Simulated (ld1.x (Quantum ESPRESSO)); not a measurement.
## silicon (Si): TM pseudisation with PBE, scalar-relativistic reference atom.

Si, norm-conserving Troullier–Martins (Kleinman–Bylander form), made with ld1.x (Quantum ESPRESSO) 7.5 (PBE, scalar-relativistic). Core [Ne], reference 3s1.5 3p2.5. Waves: 3s (bound): rc 1.90 bohr; 3d channel at 0.2 Ry: rc 1.60 bohr; 3p (bound): rc 1.90 bohr. Local part: the p channel. Core correction: Bessel-smoothed model core inside 1.84 bohr.

All-electron outer shells of the reference configuration (PBE, scalar-relativistic, ld1.x):

| shell | level (eV) | outermost node (bohr) | outermost maximum (bohr) |
| --- | --- | --- | --- |
| 2s | -140.34 | 0.15 | 0.45 |
| 2p | -96.40 | – | 0.39 |
| 3s | -11.20 | 0.72 | 1.77 |
| 3p | -4.38 | 0.72 | 2.14 |

(1) Estimate the cutoffs (Ry, on a coarse ladder) from which the occupation-weighted sum of valence levels, in a spherical-Bessel basis at the reference potential, stays within 10 and 1 mRy of its value at 400 Ry.

(2) What does a ghost test show?

(3) Which valence shell sets the plane-wave cutoff?

(4) Tests: 3s2 3p2; 3s2 3p1; 3s2 3p0; 3s1 3p2; 3s0 3p4; 3s2 3p2.3; 3s2 3p1.5. Which has the largest error in its energy relative to the reference configuration, and how large is it?

Answers

(1) 12 Ry and 35 Ry.

(2) No extra level below or beside the all-electron valence levels (s, d, p, f tested).

(3) 3s: its level needs 35 Ry to come within 1 mRy, against 8 Ry for 3p.

(4) 3s0 3p4, with -4.5 meV (all-electron minus pseudo) on +10.39 eV.
